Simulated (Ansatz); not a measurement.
In(PH3)F3 (InPH₃F₃), relaxed as a singlet with RKS r2SCAN-D4/def2-SVP in Ansatz, starting from the GFN2-xTB geometry. Force threshold 0.02 eV/Å.

In the def2 sets In takes a core potential; there is no spin–orbit coupling.

Start:

```csv
atom,x (Å),y (Å),z (Å)
In1,-0.4187,1.4141,0.2428
P2,0.3327,-1.1217,-0.1943
H3,0.6741,-1.4893,-1.4821
H4,-0.5686,-2.1261,0.1019
H5,1.4394,-1.5968,0.4831
F6,-1.8854,1.4624,-1.0661
F7,1.2925,2.2604,-0.2305
F8,-0.8660,1.1969,2.1453
```

(1) Estimate the energy that the relaxation releases and the steps that it takes.

(2) Does the start keep its bonding and symmetry?

(3) Predict the relaxed structure.

## Answers

(1) 5.1 kJ/mol, in 6 steps; 14 s on 4 threads of AMD EPYC 7R43 on a shared host. No frequencies were taken in this run, so the end may be a saddle point.

(2) By distances, no bond broke or formed. The bond that changes most is In1–P2, from 2.68 to 2.74 Å (atoms count from 1). Point group C3 at the start, C3 at the end, both within 0.05 Å.

(3) 
```tsv
atom	x (Å)	y (Å)	z (Å)
In1	-0.425	1.434	0.247
P2	0.342	-1.155	-0.201
H3	0.700	-1.526	-1.520
H4	-0.587	-2.182	0.095
H5	1.472	-1.642	0.501
F6	-1.894	1.509	-1.045
F7	1.264	2.306	-0.222
F8	-0.873	1.256	2.145
```
Bond lengths: 3 × F–In 1.96 Å; 1 × In–P 2.74 Å; 3 × H–P 1.42 Å.
